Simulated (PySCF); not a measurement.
A run for PySCF: R-HF/3-21G on CH4Si (SMILES C[SiH]), a point of a bond scan (R = 1.090 Å).

```python
from pyscf import gto, scf, dft, mp
from pyscf.data.elements import chemcore

mol = gto.M(
    atom='''
    Si   -0.44283511   -0.33733196    0.51775234
    H    -1.42990117   -0.70043934   -0.59087342
    C     0.77076815    0.54410571   -0.65073574
    H     1.64710458    0.94860461   -0.14442141
    H     0.25620507    1.35865472   -1.17489853
    H     1.10167411   -0.14880677   -1.43392500
    ''',
    basis='3-21g',
    charge=0, spin=0, verbose=3, max_memory=1800)
mf = scf.RHF(mol)
mf.conv_tol = 1e-8
mf.max_cycle = 100
mf.kernel()
if not mf.converged:
    mf = mf.newton().run(mf.mo_coeff, mf.mo_occ)
```

It printed:

```
converged SCF energy = -327.32457671028
```

Self-consistency was reached.

Cost: about 0.12 core-seconds (a rough figure).
